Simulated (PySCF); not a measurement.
A calculated (PBE0, PySCF 2.14, x2c-TZVPPall with one added diffuse shell each of s, p, d, f type, the spin-free X2C one-electron Hamiltonian (Gaussian nucleus)) atom or ion has these occupied shells.

```tsv
shell	electrons	orbital energy (eV)	rms radius, mean of both spins (bohr)
1s α	1	-53647.0	0.0240
1s β	1	-53647.0	0.0240
2s α	1	-8964.9	0.0971
2s β	1	-8964.8	0.0971
2p α	3	-7969.4	0.0874
2p β	3	-7969.3	0.0874
3s α	1	-2009.7	0.250
3s β	1	-2007.9	0.250
3p α	3	-1701.3	0.251
3p β	3	-1699.4	0.251
3d α	5	-1296.3	0.230
3d β	5	-1294.6	0.230
4s α	1	-405.43	0.563
4s β	1	-401.06	0.563
4p α	3	-302.96	0.599
4p β	3	-298.42	0.599
4d α	5	-160.90	0.658
4d β	5	-155.81	0.658
5s α	1	-52.576	1.39
5s β	1	-50.645	1.39
5p α	3	-27.770	1.66
5p β	3	-26.363	1.66
4f α	7	-7.017	1.01
6s α	1	-4.292	4.47
4f β	3	-4.242	1.01
6s β	1	-4.177	4.47
```

Problem. Name the element and its charge.

Solution. Dy (dysprosium, neutral), in [Xe] 4f10 6s2, one real determinant.
